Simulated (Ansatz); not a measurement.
Stepwise reaction of `[SiH3]O[SiH](Cl)O[SiH3]` with hydrogen fluoride, as a gas-phase model of exchange steps in deposition or etching. ΔE in kJ/mol.

Isolated molecules relaxed with PBE0-D4/def2-TZVP in Ansatz; ΔE leaves out vibrations. CBS: MP2 limit from def2 TZ/QZ plus the TZ coupled-cluster correction, frozen cores. This one scheme is used for every species. Functionals use def2-TZVPP. B3LYP here is the variant with VWN-RPA as its local correlation; programs differ in this. Each species was taken in one conformer, which may not be the lowest.

| step | reaction | PBE-D4 | B3LYP-D4 | ωB97M-V | CCSD(T)/CBS |
| --- | --- | --- | --- | --- | --- |
| 2 | `F[SiH](Cl)O[SiH3]` + H–F → `F[SiH](F)Cl` + `O[SiH3]` | -18.2 | -13.7 | -17.4 | -12.2 |

Question: Give the row of step 1, `[SiH3]O[SiH](Cl)O[SiH3]` + H–F → `F[SiH](Cl)O[SiH3]` + `O[SiH3]`. (Best estimate.)

Answer: The calculation gave: 
```tsv
step	reaction	PBE-D4	B3LYP-D4	ωB97M-V	CCSD(T)/CBS
1	`[SiH3]O[SiH](Cl)O[SiH3]` + H–F → `F[SiH](Cl)O[SiH3]` + `O[SiH3]`	-20.7	-16.8	-21.1	-15.6
```

Question: By hand: ΔE of the 2 steps together at CCSD(T)/CBS.

Answer: (-15.6) + (-12.2) = -27.8 kJ/mol, or -13.9 kJ/mol a step.

In ΔE the steps differ by no more than 3.4 kJ/mol. All are downhill at CCSD(T)/CBS. PBE-D4 differs from CCSD(T)/CBS by -6.0 to -5.1 kJ/mol a step. Isolated molecules leave out the surface, adducts and barriers. Largest T1 diagnostic: 0.011.
